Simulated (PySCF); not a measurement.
## Working with the constants of EuBr

UHF-MP2 constants of EuBr, nonet, about 7.0 electrons in the 4f shell (Mulliken) (Eu ANO-RCC-VTZP, Br ANO-RCC-VTZP; spin-free X2C with a Gaussian nucleus (PySCF 2.14); masses 152.9212 and 78.9183 u):

| Property | Result |
| --- | --- |
| ωe | 205.0 cm⁻¹ |
| ωexe | 0.439 cm⁻¹ |
| Be | 0.044686 cm⁻¹ |
| αe | 0.000131 cm⁻¹ |
| D (centrifugal) | 8.49e-09 cm⁻¹ |

**Question.** Give the vibrational terms G(v) and spacings up to v = 6.

**Answer.** G(v) = ωe(v+½) − ωexe(v+½)².

| v | G(v) (cm⁻¹) | G(v) − G(v−1) | Bv (cm⁻¹) |
| --- | --- | --- | --- |
| 0 | 102.4 |  | 0.04462 |
| 1 | 306.5 | 204.1 | 0.04449 |
| 2 | 509.8 | 203.2 | 0.04436 |
| 3 | 712.1 | 202.4 | 0.04423 |
| 4 | 913.6 | 201.5 | 0.04410 |
| 5 | 1114.2 | 200.6 | 0.04397 |
| 6 | 1314.0 | 199.7 | 0.04383 |

Correlated steps freeze 27 core orbitals. These are scalar-relativistic numbers at best; spin–orbit coupling would shift them, the dissociation energy most. The state is the lowest single determinant that the PBE0 search found; with open d or f shells the true ground state can be another one.
